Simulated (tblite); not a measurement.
Compound: CH₈BNSSi.
Bonds: C1–S2, S2–B3, B3–N4, N4–Si5. Hydrogens: H6, H7, H8 on C1; H9 on B3; H10 on N4; H11, H12, H13 on Si5.

Computed with GFN2-xTB (tblite), gas phase: L-BFGS steps from a force-field or distance-geometry start until the largest atomic force falls under 0.01 eV/Å.

Step 16: E = -419.1174 eV
```
atom  x, y, z in Å  |  force x, y, z in eV/Å
C1     -2.8099   -0.0730   -0.2783   -0.340   0.190  -0.076
S2     -1.4237   -1.2315   -0.0263   -0.102  -0.062   0.052
B3      0.0731   -0.3185   -0.6174    0.096   0.015  -0.114
N4      0.8907    0.2567    0.3408    0.124  -0.213   0.205
Si5     2.6387    0.1290    0.4628   -0.317   0.275  -0.192
H6     -3.1520    0.2907    0.6871    0.121   0.016   0.076
H7     -2.5392    0.7687   -0.9071    0.148  -0.089  -0.038
H8     -3.6247   -0.6262   -0.7344    0.010  -0.045  -0.098
H9      0.4398   -0.3646   -1.7280   -0.176  -0.005  -0.017
H10     0.4610    0.3237    1.2558    0.011   0.041   0.030
H11     2.8057   -0.7006    1.6376    0.237  -0.184   0.259
H12     3.1614    1.4794    0.6516    0.034   0.054  -0.015
H13     3.0746   -0.5171   -0.7619    0.154   0.007  -0.071
```

Step 17: E = -419.1361 eV
```
atom  x, y, z in Å  |  force x, y, z in eV/Å
C1     -2.8117   -0.0570   -0.2849   -0.365   0.158  -0.079
S2     -1.4454   -1.2281    0.0051    0.059   0.047  -0.039
B3      0.0635   -0.3367   -0.6144    0.161  -0.043  -0.088
N4      0.8940    0.2161    0.3479    0.167  -0.263   0.216
Si5     2.6525    0.1458    0.4718   -0.471   0.266  -0.256
H6     -3.1583    0.3173    0.6725    0.089   0.058   0.133
H7     -2.5426    0.7782   -0.9225    0.219  -0.106  -0.040
H8     -3.6247   -0.6121   -0.7372   -0.065  -0.077  -0.134
H9      0.4226   -0.3828   -1.7312   -0.236   0.024   0.073
H10     0.4579    0.2432    1.2634    0.080   0.083   0.019
H11     2.8345   -0.7008    1.6352    0.242  -0.099   0.229
H12     3.1469    1.5161    0.6341   -0.023  -0.056   0.025
H13     3.1065   -0.4824   -0.7575    0.142   0.007  -0.061
```

Step 18: E = -419.1552 eV
```
atom  x, y, z in Å  |  force x, y, z in eV/Å
C1     -2.8187   -0.0401   -0.2927   -0.265   0.059  -0.052
S2     -1.4672   -1.2254    0.0331    0.168   0.181  -0.139
B3      0.0559   -0.3557   -0.6105    0.150  -0.098  -0.009
N4      0.8975    0.1731    0.3578    0.151  -0.267   0.134
Si5     2.6597    0.1651    0.4796   -0.438   0.110  -0.217
H6     -3.1616    0.3425    0.6608    0.032   0.097   0.149
H7     -2.5420    0.7855   -0.9385    0.251  -0.110  -0.038
H8     -3.6274   -0.5994   -0.7429   -0.137  -0.082  -0.149
H9      0.3990   -0.3988   -1.7339   -0.250   0.052   0.129
H10     0.4547    0.1712    1.2702    0.125   0.104   0.060
H11     2.8701   -0.7041    1.6352    0.206   0.078   0.081
H12     3.1353    1.5505    0.6161   -0.091  -0.150   0.069
H13     3.1404   -0.4477   -0.7521    0.098   0.026  -0.020
```

Step 19: E = -419.1741 eV
```
atom  x, y, z in Å  |  force x, y, z in eV/Å
C1     -2.8296   -0.0254   -0.2998   -0.092  -0.048  -0.009
S2     -1.4827   -1.2196    0.0527    0.175   0.264  -0.196
B3      0.0529   -0.3726   -0.6068    0.060  -0.125   0.082
N4      0.9018    0.1336    0.3680    0.051  -0.226   0.050
Si5     2.6584    0.1817    0.4825   -0.197  -0.096  -0.109
H6     -3.1631    0.3641    0.6542   -0.023   0.105   0.090
H7     -2.5362    0.7891   -0.9520    0.222  -0.110  -0.024
H8     -3.6324   -0.5911   -0.7506   -0.167  -0.045  -0.125
H9      0.3751   -0.4103   -1.7348   -0.215   0.072   0.123
H10     0.4544    0.1166    1.2776    0.151   0.100   0.087
H11     2.9030   -0.7051    1.6364    0.147   0.261  -0.095
H12     3.1246    1.5753    0.6031   -0.151  -0.201   0.098
H13     3.1695   -0.4195   -0.7482    0.038   0.051   0.028
```

**Question.** Estimate the geometry and energy of step 20. (The exact step hangs on the optimiser's Hessian estimate; all steps are aligned on step 19, rigid shifts and turns removed.)

**Answer.** E = -419.1926 eV, largest force 0.450 eV/Å
```
atom  x, y, z in Å  |  force x, y, z in eV/Å
C1     -2.8419   -0.0126   -0.3054    0.080  -0.117   0.020
S2     -1.4913   -1.2075    0.0665    0.079   0.252  -0.184
B3      0.0524   -0.3883   -0.6032   -0.055  -0.118   0.164
N4      0.9070    0.0937    0.3781   -0.069  -0.156  -0.013
Si5     2.6527    0.1941    0.4796    0.130  -0.253   0.021
H6     -3.1656    0.3861    0.6507   -0.058   0.072  -0.030
H7     -2.5260    0.7892   -0.9638    0.146  -0.109   0.000
H8     -3.6388   -0.5858   -0.7597   -0.146   0.024  -0.065
H9      0.3530   -0.4195   -1.7331   -0.152   0.090   0.057
H10     0.4591    0.0688    1.2870    0.157   0.082   0.095
H11     2.9309   -0.6984    1.6364    0.096   0.380  -0.222
H12     3.1097    1.5924    0.5960   -0.192  -0.210   0.106
H13     3.1946   -0.3955   -0.7468   -0.016   0.064   0.050
```

The energy changes by -0.0186 eV. The first-order estimate −F·Δx gives -0.0256 eV and the mean of the old and new forces, exact on a quadratic surface, -0.0187 eV. The step makes an angle of 72° with the force vector and moves no atom by more than 0.049 Å.

What follows is the cost of the whole relaxation. On one thread, Arm Neoverse V2 (aarch64), on a shared host, this took 0.38 s of wall time.
